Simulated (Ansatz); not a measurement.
Cost and result for the atomization energy of CH6NOSi (`C[SiH]([NH])O`) radical (10 atoms, 9 bonds).

Z-matrix (Å, degrees):
```
C
Si 1 1.857
H 1 1.092 2 110.7
H 1 1.092 2 111.1 3 120.9
H 1 1.093 2 109.8 3 -119.3
N 2 1.747 1 114.3 3 -55.9
O 2 1.642 1 106.5 3 64.5
H 2 1.496 1 111.4 3 -174.3
H 6 1.022 2 114.1 1 -54.8
H 7 0.958 2 116.9 1 -163.0
```

The species carries charge 0 and has multiplicity 2. The structure was optimised at the PBE0-D4/def2-TZVP level. It is one conformer, not always the lowest. Program: Ansatz. All runs use 4 threads of an Arm Neoverse V1 on a shared host. Times are those of one run each, without the atoms' runs, and a repeat can differ threefold. Electronic energies, without spin–orbit coupling; frozen cores. CCSD(T)/CBS adds CCSD(T) − MP2 in def2-TZVPP to the MP2 limit, and its time is that of the two runs behind it. T1 = 0.013; ⟨S²⟩ of the reference is 0.76. HSE06 is the plane-wave form, built on full-range PBE exchange.

CCSD(T)/CBS is a level of theory with its own doubt, some kJ/mol a heavy atom from the limit and from the frozen cores, so smaller differences don't rank the functionals.

| level | functions | atomization (kJ/mol) | difference from CCSD(T)/CBS | per bond |
| --- | --- | --- | --- | --- |
| CCSD(T)/def2-TZVPP | 219 | 3454.7 | -105.1 | -11.7 |
| B97M-V/def2-TZVPP | 219 | 3568.2 | 8.4 | 0.9 |
| PBE-QIDH/def2-TZVPP | 219 | 3511.4 | -48.4 | -5.4 |
| CCSD(T)/CBS(def2) | – | 3559.8 | 0.0 | 0.0 |
| ωB97X-V/def2-TZVPP | 219 | 3571.5 | 11.7 | 1.3 |
| BLYP-D4/def2-TZVPP | 219 | 3563.2 | 3.4 | 0.4 |
| r2SCANh-D4/def2-TZVPP | 219 | 3542.4 | -17.4 | -1.9 |
| B2PLYP/def2-TZVPP | 219 | 3520.9 | -38.9 | -4.3 |
| MP2/def2-QZVPP | 421 | 3551.0 | -8.8 | -1.0 |
| CAM-B3LYP-D4/def2-TZVPP | 219 | 3583.9 | 24.1 | 2.7 |
| PBE-D4/def2-TZVPP (with forces) | 219 | 3604.5 | 44.7 | 5.0 |
| HSE06-D4/def2-TZVPP | 219 | 3544.1 | -15.7 | -1.7 |
| CCSD(T)/def2-SVP | 90 | 3280.0 | -279.8 | -31.1 |

Problem. Order the runs by time, with rough figures. (An estimate is asked.)

Solution. Ansatz gave: BLYP-D4/def2-TZVPP 3.6 s; PBE-D4/def2-TZVPP (with forces) 4 s; HSE06-D4/def2-TZVPP 5.5 s; CAM-B3LYP-D4/def2-TZVPP 6 s; B2PLYP/def2-TZVPP 7.5 s; PBE-QIDH/def2-TZVPP 7.5 s; CCSD(T)/def2-SVP 9 s; r2SCANh-D4/def2-TZVPP 9.5 s; B97M-V/def2-TZVPP 13 s; ωB97X-V/def2-TZVPP 16 s; MP2/def2-QZVPP 32 s; CCSD(T)/def2-TZVPP 4.9 min; CCSD(T)/CBS(def2) 5.4 min.

In def2-TZVPP, CCSD(T) changes the Hartree–Fock value by +890.1 kJ/mol (the triples alone add +44.6 kJ/mol) and MP2 by +923.3 kJ/mol; breaking electron pairs costs correlation energy, which Hartree–Fock lacks. From PBE to PBE0 (25 % exact exchange), in def2-TZVPP and without D4, the atomization energy moves by −60.2 kJ/mol: exact exchange takes away binding that semilocal exchange gives to molecules. At CCSD(T), def2-SVP lies −279.8 kJ/mol from the extrapolated value and def2-TZVPP −105.1 kJ/mol: correlation converges slowly with the basis, and small sets miss more of it in the bonded molecule than in its fragments.
